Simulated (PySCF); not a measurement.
CH8FNSi2, SMILES N[SiH2]C[SiH2]F.

Coordinates come from a PBE-D3(BJ)/def2-SVP optimisation. The structure was generated by enumeration, and PubChem lists no compound with its InChIKey, so it may never have been made. One conformer was computed; it need not be the lowest.

All values below come from PySCF with PBE-D3(BJ)/def2-SVP.

Frequencies are harmonic and unscaled.

Computed harmonic wavenumbers and intensities:
```tsv
mode	ν (cm⁻¹)	IR (km/mol)	moving atoms (share of kinetic energy)
1	34	1.0	H 30 %, Si 29 %, N 22 %, C 13 %
2	51	1.1	F 30 %, C 28 %, H 22 %, Si 10 %, N 9 %
3	108	1.6	H 28 %, Si 27 %, F 19 %, N 13 %, C 13 %
4	173	10.8	H 60 %, Si 25 %, N 8 %
5	233	6.9	F 45 %, Si 39 %, H 9 %
6	273	18.7	H 50 %, N 24 %, Si 21 %
7	440	165.1	H 82 %, N 17 %
8	457	8.3	H 94 %
9	524	1.5	H 83 %, Si 14 %
10	633	30.0	H 61 %, C 21 %, Si 15 %
11	681	75.7	H 50 %, C 25 %, Si 19 %
12	717	25.2	H 82 %
13	746	36.8	C 39 %, H 37 %, Si 21 %
14	778	52.6	H 75 %, C 13 %
15	806	27.7	H 44 %, N 29 %, Si 15 %, C 10 %
16	832	74.1	H 53 %, F 15 %, Si 14 %, N 11 %
17	835	93.1	F 35 %, H 34 %, Si 22 %
18	884	182.7	H 78 %, Si 10 %
19	919	7.3	H 74 %, Si 18 %
20	925	71.1	H 89 %
21	947	137.2	H 90 %, Si 8 %
22	978	1.0	H 93 %
23	1026	320.6	H 55 %, C 35 %, Si 9 %
24	1331	4.5	H 92 %
25	1499	30.7	H 90 %, N 10 %
26	2104	147.0	H 97 %
27	2153	71.3	H 97 %
28	2173	114.2	H 97 %
29	2182	140.2	H 96 %
30	2987	0.1	H 95 %
31	3057	0.0	H 91 %, C 9 %
32	3473	17.7	H 96 %
33	3565	19.3	H 92 %, N 8 %
```
